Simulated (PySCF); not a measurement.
Electron correlation in F⁺ (fluorine, charge +1)

[He] 2s2 2p4, high-spin 3P determinant. Calculation: PySCF 2.14, in cc-pVDZ-DK (3s2p1d, 14 functions); the spin-free X2C one-electron Hamiltonian (Gaussian nucleus). Frozen: 1s2; 6 electrons correlated.

MP2 pair energies summed by pair of shells (mhartree):

```
 pair  energy  share (%)
2p-2p  -46.99       47.7
2s-2p  -44.19       44.8
2s-2s   -7.41        7.5
```

Total MP2 correlation energy: -98.58 mhartree.

Same-spin part -24.30 and opposite-spin part -74.29 mhartree; SCS-MP2 scales them by 1/3 and 6/5 to -97.24 mhartree.

```json
{"level": "CCSD", "correlation energy (mhartree)": "-112.40"}
{"level": "(T)", "correlation energy (mhartree)": "-0.78"}
{"level": "CCSD(T)", "correlation energy (mhartree)": "-113.18"}
```

Diagnostics: T1 = 0.0035, D1 = 0.0058, largest double amplitude 0.042.

Cost of the coupled-cluster step: 0.14 s of wall time on 1 thread of Neoverse-N1 (shared host), for 6 correlated electrons.
